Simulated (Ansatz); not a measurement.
One change: `C1[SiH2][SiH2][SiH2]1` becomes `B[SiH]1C[SiH2][SiH2]1`.

Ansatz, PBE0-D4/def2-TZVP geometries, multiplicity 1. 

```json
{"property": "LUMO energy (B3LYP/def2-TZVPP) / eV", "`C1[SiH2][SiH2][SiH2]1`": "-0.60"}
{"property": "HOMO energy (PBE/def2-TZVPP) / eV", "`C1[SiH2][SiH2][SiH2]1`": "-6.24"}
{"property": "HOMO–LUMO gap (PBE0/def2-TZVPP) / eV", "`C1[SiH2][SiH2][SiH2]1`": "6.75"}
{"property": "HOMO energy (PBE0/def2-TZVPP) / eV", "`C1[SiH2][SiH2][SiH2]1`": "-7.23"}
{"property": "size of the dipole moment (ωB97M-V/def2-TZVPP) / D", "`C1[SiH2][SiH2][SiH2]1`": "0.56"}
{"property": "LUMO energy (ωB97M-V/def2-TZVPP) / eV", "`C1[SiH2][SiH2][SiH2]1`": "1.23"}
```

(1) What does the change do to each property? (Estimate.)

Results:

(1) The calculation gave: 
| property | `B[SiH]1C[SiH2][SiH2]1` | shift |
| --- | --- | --- |
| LUMO energy (B3LYP/def2-TZVPP) / eV | -2.27 | -1.67 |
| HOMO energy (PBE/def2-TZVPP) / eV | -5.99 | 0.25 |
| HOMO–LUMO gap (PBE0/def2-TZVPP) / eV | 4.79 | -1.96 |
| HOMO energy (PBE0/def2-TZVPP) / eV | -6.91 | 0.32 |
| size of the dipole moment (ωB97M-V/def2-TZVPP) / D | 2.66 | 2.10 |
| LUMO energy (ωB97M-V/def2-TZVPP) / eV | -0.35 | -1.58 |

With PBE0 the HOMO rises by 0.32 eV and the LUMO falls by 1.63 eV, so the gap narrows by about 1.95 eV. PBE moves the HOMO by 0.25 eV and ωB97M-V by 0.35 eV. Dipoles are sizes alone; their direction can turn.

Positive LUMOs are unbound, so they and the gaps depend on the basis.

B3LYP here is the variant with VWN-RPA as its local correlation; programs differ in this.
